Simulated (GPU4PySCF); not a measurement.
benzodifurandione dimer (PBFDO unit) (C₂₀H₈O₈), SMILES O=C1Cc2cc3c(cc2O1)/C(=C1\C(=O)Oc2cc4c(cc21)OC(=O)C4)C(=O)O3. The structure is a stationary point at r2SCAN-D4/def2-SVP. One conformer was computed; it need not be the lowest.

Problem. Give the equilibrium geometry at r2SCAN-D4/def2-SVP (GPU4PySCF confirms it by a frequency run) as a Z-matrix, and its point group. (An estimate is asked for; the answer gives what the named calculation found.)

Solution. This is not unique; one that fits is point group C2.
```
C
C 1 1.3868
C 2 1.4581 1 133.24
C 3 1.4145 2 136.09 1 1.01
C 4 1.3847 3 116.36 2 178.73
O 5 1.3761 4 123.47 3 179.99
H 4 1.0861 5 121.38 6 0.30
C 6 1.3868 5 109.38 4 -179.94
O 8 1.1917 6 122.12 5 -179.89
C 5 1.4050 6 112.03 8 -0.06
C 10 1.3943 5 120.06 6 179.92
C 11 1.3882 10 115.75 5 0.11
O 12 1.3653 11 122.30 10 -179.62
C 13 1.3767 12 108.46 11 179.28
O 14 1.1993 13 120.10 12 179.57
H 11 1.0918 12 120.84 13 0.32
C 1 1.4581 2 133.24 3 -177.03
C 17 1.4145 1 136.09 2 1.01
C 18 1.3847 17 116.36 1 178.73
O 19 1.3761 18 123.47 17 179.99
H 18 1.0861 19 121.38 20 0.30
C 20 1.3868 19 109.38 18 -179.94
O 22 1.1917 20 122.12 19 -179.89
C 19 1.4050 20 112.03 22 -0.06
C 24 1.3943 19 120.06 20 179.92
C 25 1.3882 24 115.75 19 0.11
O 26 1.3653 25 122.30 24 -179.62
C 27 1.3767 26 108.46 25 179.28
O 28 1.1993 27 120.10 26 179.57
H 25 1.0918 26 120.84 27 0.32
C 10 1.4918 11 132.80 16 0.10
H 31 1.1036 10 114.30 11 -61.40
H 31 1.1036 32 106.56 8 117.93
C 24 1.4918 25 132.80 30 0.10
H 34 1.1036 24 114.30 25 -61.40
H 34 1.1036 35 106.56 22 117.93
```
